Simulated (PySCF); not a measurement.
**A small calculation by hand: chemical shift, span and skew from a shielding tensor**

Ge(NH2)(SH) (GeH₃NS), SMILES [NH2][Ge][SH] (connectivity only; charge and spin as stated), neutral, multiplicity 1. Atoms are numbered in the order given.

```xyz
6

Ge     0.4950     0.4800     0.0000
N     -1.1200     1.3082     0.0000
H     -1.1888     2.3132     0.0000
H     -2.0213     0.8563     0.0000
S     -0.3523    -1.5937     0.0000
H      0.8460    -2.1891     0.0000
```

Coordinates come from a ωB97X-D3(BJ)/def2-TZVP optimisation. One conformer was computed; it need not be the lowest.

GIAO shieldings from KT2/pcSseg-2 (PySCF), non-relativistic, no solvent. The symmetric part of the tensor of N2 has the principal values -63.9, 198.3, 203.1 ppm. The same nucleus in NH3 has σ = 261.9 ppm at this level (PySCF, at its B3LYP-D3(BJ)/def2-TZVP geometry).

Q: Work out the isotropic shielding, the ¹⁵N shift against NH3, the span and the skew.

A: 
σ(iso) = (σ11 + σ22 + σ33)/3 = 112.5 ppm. δ = σ(ref) − σ(iso) = 261.9 − (112.5) = 149.4 ppm.
Span Ω = σ33 − σ11 = 267.0 ppm. Skew κ = 3(σ(iso) − σ22)/Ω = -0.96. Tumbling in solution averages the tensor to δ; in a static solid the shielding alone would spread this spin-1/2 line over Ω.
